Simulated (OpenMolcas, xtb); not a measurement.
# GaClF (SMILES [F][Ga][Cl]): methods side by side

GaClF: 3 atoms, total charge 0, spin state doublet. SMILES: `[F][Ga][Cl]`. The coordinates come from a PBE0-D4/def2-TZVP relaxation.

```jsonl
{"atom": "F", "x (Å)": "-1.4211", "y (Å)": "0.2959", "z (Å)": "-0.7548"}
{"atom": "Ga", "x (Å)": "0.0664", "y (Å)": "0.6496", "z (Å)": "0.1122"}
{"atom": "Cl", "x (Å)": "1.3439", "y (Å)": "-1.0103", "z (Å)": "0.6293"}
```

Each level gives the vertical energy of the quartet above the doublet (eV). The values are calculated.

```json
{"level": "GFN2-xTB", "kind": "semi-empirical", "program": "xtb", "value (eV)": "8.74", "CPU time (all runs)": "under 2 s"}
{"level": "UHF/cc-pVTZ", "kind": "Hartree–Fock", "program": "OpenMolcas", "value (eV)": "5.47", "CPU time (all runs)": "63 s"}
{"level": "USVWN5/cc-pVTZ", "kind": "LDA", "program": "OpenMolcas", "value (eV)": "6.33", "CPU time (all runs)": "1.8 min"}
{"level": "UPBE/cc-pVTZ", "kind": "GGA", "program": "OpenMolcas", "value (eV)": "6.10", "CPU time (all runs)": "2.3 min"}
{"level": "UM06-L/cc-pVTZ", "kind": "meta-GGA", "program": "OpenMolcas", "value (eV)": "6.51", "CPU time (all runs)": "2.5 min"}
{"level": "UBHLYP/cc-pVTZ", "kind": "global hybrid", "program": "OpenMolcas", "value (eV)": "6.33", "CPU time (all runs)": "2 min"}
```

All-electron rows without a relativistic Hamiltonian named are non-relativistic. The values span 5.47 to 8.74 eV. The xTB rows lack spin polarisation, so open shells miss the exchange term that lowers them. Times are those of the runs behind each value, whatever else they computed, on shared processors of several kinds: orders of magnitude only.
